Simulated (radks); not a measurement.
Q: Neutral erbium: order these configurations by energy. All-electron calculation, scalar-relativistic Kohn-Sham, BLYP, spin-polarised, spherical densities, finite nucleus; Fermi nuclear charge, rms radius of each element as measured or else 0.836 A^(1/3) + 0.57 fm. Program: a radial shooting solver on a logarithmic mesh with Libxc functionals. Open shells are filled with parallel spins first. [Xe] 4f11 5d1 6s2; [Xe] 4f11 6s2 6p1; [Xe] 4f12 5d1 6s1; [Xe] 4f12 6s1 6p1; [Xe] 4f12 6s2.

A: From the lowest, in eV above it: [Xe] 4f12 6s2 0.000; [Xe] 4f12 6s1 6p1 2.484; [Xe] 4f12 5d1 6s1 2.573; [Xe] 4f11 5d1 6s2 3.427; [Xe] 4f11 6s2 6p1 4.903.
